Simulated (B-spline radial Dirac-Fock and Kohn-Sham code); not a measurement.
ΔSCF core binding energies without Breit or QED terms, calculated with a radial finite-basis atomic code.

A sound run for atomic gadolinium in the configuration [Xe] 4f7 5d1 6s2: The ground state converged in 13 iterations, with total energy -11274.20573 Ha, virial ratio 1.91726 and highest orbital energy -5.44 eV. ΔSCF binding energies: K (1s) 50463.8 eV, L3 (2p3/2) 7271.0 eV, M5 (3d5/2) 1199.5 eV.

A second run, with one unsound setting: The ground state had not converged after 54 iterations, with total energy -11273.95903 Ha, virial ratio 1.91633 and highest orbital energy -1.01 eV. ΔSCF binding energies: K (1s) 50464.8 eV, L3 (2p3/2) 7272.0 eV, M5 (3d5/2) 1200.5 eV (not all states converged, so these are not final).

```
iter   energy (Ha)        error
   1   -11239.61899177  2.05e+00
   2   -11250.79777026  1.23e+00
   3   -11252.60267699  1.17e+00
   4   -11254.27833674  1.12e+00
   5   -11255.83316920  1.06e+00
   6   -11257.27510589  1.01e+00
   7   -11258.61161380  9.62e-01
   8   -11259.84971862  9.14e-01
   9   -11260.99602705  8.68e-01
  17   -11267.53277925  5.58e-01
  25   -11270.92415225  3.43e-01
  33   -11272.61908310  2.38e-01
  41   -11273.43919350  1.69e-01
  49   -11273.82830943  1.18e-01
  54   -11273.95902590  9.38e-02
```

**Question.** Which fault fits the second run best?
A. nuclear radius in wrong units
B. box too small
C. too few quadrature points
D. damping too heavy

**Answer.** D. The input had damp = 0.97; ndamp = 100: damp is so close to 1 that the orbitals hardly move in each step.
